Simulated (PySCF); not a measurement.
The numbers below are computed, except where a source is named.
# Si2PH6O3

Si2PH6O3 is a small molecule, neutral, doublet. The structure, one conformer, was relaxed in the gas phase by PBE0-D3(BJ)/def2-SVP. No frequency run checks that it is a minimum.

SMILES: O=[P](O[SiH3])O[SiH3]

Coordinates in Å:
```
P1     -0.341    1.120    1.031
O2     -1.635    1.847    0.880
O3     -0.392   -0.264    1.855
Si4     0.208   -1.804    1.478
O5      0.295    0.604   -0.380
Si6    -0.035    1.195   -1.940
H7     -0.066   -2.636    2.678
H8     -0.507   -2.345    0.289
H9      1.671   -1.728    1.216
H10     0.134    2.673   -1.961
H11    -1.417    0.815   -2.339
H12     0.969    0.539   -2.819
```

EPR values by unrestricted B3LYP, IGLO-III on O P Si, pcH-1 on H.

Q: Predict g and the largest hyperfine couplings. Where does the spin sit?

A: g = 2.0003, 2.0024, 2.0040. The spin sits on P1 (64 %, bonded to 3 O) by Mulliken populations.
```json
{"atom": "P1", "isotope": "31P", "isotropic (MHz)": "2112.9", "dipolar, principal values (MHz)": "-153.8, -139.9, 293.7"}
{"atom": "O3", "isotope": "17O", "isotropic (MHz)": "-87.4", "dipolar, principal values (MHz)": "-30.0, 14.8, 15.3"}
{"atom": "O2", "isotope": "17O", "isotropic (MHz)": "-19.2", "dipolar, principal values (MHz)": "-83.3, 41.3, 42.0"}
{"atom": "O5", "isotope": "17O", "isotropic (MHz)": "-71.2", "dipolar, principal values (MHz)": "-29.9, 14.7, 15.2"}
{"atom": "H11", "isotope": "1H", "isotropic (MHz)": "6.5", "dipolar, principal values (MHz)": "-1.5, -0.8, 2.3"}
{"atom": "H8", "isotope": "1H", "isotropic (MHz)": "6.4", "dipolar, principal values (MHz)": "-1.4, -0.8, 2.2"}
```

Q: How do the isotropic couplings move with BHandHLYP?

A: P1 2112.9 to 2180.2 MHz, O3 -87.4 to -87.5 MHz, O2 -19.2 to -27.0 MHz, O5 -71.2 to -72.7 MHz.

The 2 runs behind this took 3.7 min in all, one thread each of Arm Neoverse V1 on a shared host, launched as `OMP_NUM_THREADS=1 python cluster_run.py task.json out`.
